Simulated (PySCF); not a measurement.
Run record: geometry optimisation, `FB(Br)CB(F)Br`.

Computed with PBE0-D3(BJ)/def2-SVP geometry optimisation, gas phase (PySCF 2.14.0). Start geometry: GFN2-xTB. The input is one job of a driver script: a line of settings, then coordinates in Å.

Command:
```bash
OMP_NUM_THREADS=1 python probes_run.py task.json out
```

Input:
```
{"job": {"xc": "PBE0", "basis": "def2-SVP", "d3": "d3bj", "grid": 1, "shake": 0.01, "kind": "geom"}, "charge": 0, "multiplicity": 1}
F      0.754230     1.945780    -0.613040
B      1.056220     0.736230    -0.291520
Br     2.737390     0.499360     0.457930
C      0.052920    -0.433440    -0.513600
B     -1.073920    -0.438600     0.632400
F     -0.778280    -0.925960     1.820610
Br    -2.777260     0.289140     0.446910
H     -0.449670    -0.297070    -1.485640
H      0.536180    -1.392590    -0.487790
```

Output:
```
step   0  E = -5435.48822224  max force = 0.031408
step   1  E = -5435.49272264  max force = 0.010775
step   2  E = -5435.49349705  max force = 0.002981
step   3  E = -5435.49366291  max force = 0.002367
step   4  E = -5435.49370001  max force = 0.001449
step   5  E = -5435.49373040  max force = 0.001087
step   6  E = -5435.49374723  max force = 0.001059
step   7  E = -5435.49376309  max force = 0.002065
step   8  E = -5435.49380765  max force = 0.001604
step   9  E = -5435.49395825  max force = 0.001425
step  10  E = -5435.49398469  max force = 0.000838
step  11  E = -5435.49399629  max force = 0.000679
step  12  E = -5435.49398700  max force = 0.001151
step  13  E = -5435.49398809  max force = 0.000989
step  14  E = -5435.49399410  max force = 0.000279
step  15  E = -5435.49398359  max force = 0.000166
step  16  E = -5435.49397262  max force = 0.000147
step  17  E = -5435.49396124  max force = 0.000125
step  18  E = -5435.49396185  max force = 0.000132
optimisation converged
```

Energies in Eh; «max force» is the largest Cartesian gradient component in Eh/bohr.

Question: How much energy does the optimisation release, in kJ/mol?

Answer: E(step 0) − E(last step) = 0.005740 Eh, which is 15.1 kJ/mol.

Question: At which steps does the energy rise by more than 1e-5 Eh?

Answer: At steps 15 (+0.01 mEh), 16 (+0.01 mEh) and 17 (+0.01 mEh).

Main results: final energy -5435.49396 Eh after 18 steps; dipole 1.67 D.

Question: Estimate the wall time. Hardware: one thread, Arm Neoverse V2 (aarch64), shared host with 32 logical CPUs at a one-minute load of 32. And the peak memory of the process?

Answer: About 3.6 min, with 0.69 GiB resident at the peak, the Python interpreter and its libraries included.
Labels such as C1 count atoms from 1, the log's own numbers from 0.
